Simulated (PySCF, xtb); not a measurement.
Ge(H)3(OH) (GeH₄O), SMILES [OH][GeH3].

xtb with GFN2-xTB at its own geometry gives an orbital gap of 8.38 eV and a dipole moment of 1.47 D.

Coordinates come from a PBE0-D3(BJ)/def2-TZVP optimisation.

Problem. What does ωB97X/def2-TZVPD in PySCF give? (An estimate is asked for; the answer gives what the named calculation found.)

Solution. gap 12.49 eV (levels -10.94 and 1.55 eV), dipole 1.52 D.
